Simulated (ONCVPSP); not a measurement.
N (Z = 7): excitation energies, all-electron against ONCV

* Element: N (Z = 7)
* Generator: ONCVPSP 4.0.1
* Type: optimised norm-conserving Vanderbilt (ONCV)
* Functional: PBEsol
* Relativity: scalar-relativistic
* Frozen core: [He]
* Valence charge: 5
* Reference configuration: 2s2 2p3
* Partial waves: 2s: rc 1.00 bohr, ncon 3, nbas 6, qcut 5.8 1/bohr, 2 projectors, debl 3 Ha; 2p: rc 1.35 bohr, ncon 3, nbas 7, qcut 9.5 1/bohr, 2 projectors, debl 1.1 Ha
* Local potential: polynomial inside 0.90 bohr (lpopt 1, dvloc0 0 Ha)
* Core correction: Teter function, fcfact 1.75, rcfact 1.4

Energies are relative to the spin-unpolarised reference configuration 2s2 2p3; without spin polarisation the order of configurations can differ from experiment.

| valence configuration | charge | ΔE all-electron (eV) | error AE − PS (meV) |
| --- | --- | --- | --- |
| 2s2 2p1 | +2 | 42.258 | +97 |
| 2s2 2p0 | +3 | 89.143 | +446 |

Question: What are ΔE and the potential's error for 2s2 2p2.5?

Answer: ΔE = 5.063 eV all-electron; the error (AE − PS) is +1.3 meV.

Question: What are ΔE and the potential's error for 2s2 2p2?

Answer: ΔE = 13.521 eV all-electron; the error (AE − PS) is +10 meV.

Levels in the configuration 2s2 2p2:

| level | all-electron (eV) | pseudo (eV) |
| --- | --- | --- |
| 2s | -32.305 | -32.303 |
| 2p | -20.598 | -20.567 |
